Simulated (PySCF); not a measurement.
`FC(F)(F)C(F)(F)F`. The geometry is computed with GFN2-xTB (gas phase).

```
atom  x, y, z in Å
F1     1.3994   -0.2923   -1.0318
C2     0.7682   -0.0692    0.1148
F3     1.2603    1.0389    0.6560
F4     1.0167   -1.0833    0.9352
C5    -0.7658    0.0727   -0.1223
F6    -1.0204    1.0847   -0.9430
F7    -1.2564   -1.0378   -0.6602
F8    -1.3928    0.2957    1.0267
```

What is the repulsion energy of the bare nuclei, Σ ZA·ZB/RAB?

461.92 Eh over 28 pairs, with full nuclear charges and distances in bohr; the largest single term is 21.52 Eh (C5 with F6, or a pair equal to it).

What is the longest distance between nuclei?

F1···F8, F3···F7 and F4···F6, 3.518 Å.

How far apart are these pairs, which share no bond: F1···F3, C2···F6, C2···F7, C2···F8, F3···F4, F3···F6, F4···C5?

F1···F3 2.154 Å (2 bonds apart); C2···F6 2.377 Å (2 bonds apart); C2···F7 2.374 Å (2 bonds apart); C2···F8 2.374 Å (2 bonds apart); F3···F4 2.154 Å (2 bonds apart); F3···F6 2.786 Å (3 bonds apart); F4···C5 2.373 Å (2 bonds apart).

Where is the centre of mass (commonest isotopes), and what is the radius of gyration?

Mass 137.990 u; centre at (0.001, 0.001, -0.003) Å; Rg = √(Σ m r²/M) = 1.632 Å. As Ia + Ib + Ic = 2 Σ m r², the three principal moments sum to 734.7 u·Å².

What are the angles F4–C2–C5, F3–C2–C5, F6–C5–F8, C2–C5–F7?

From the scalar product of the two bond vectors; for F4–C2–C5 it is -0.7196 Å² over 1.3279 × 1.5587 Å², cos θ = -0.3477. F4–C2–C5 110.3°; F3–C2–C5 110.5°; F6–C5–F8 108.4°; C2–C5–F7 110.4°.

The point group is D3d within 0.08 Å; differences among equivalent distances and angles are scatter left by the optimiser. Stationary, but not proved a minimum.
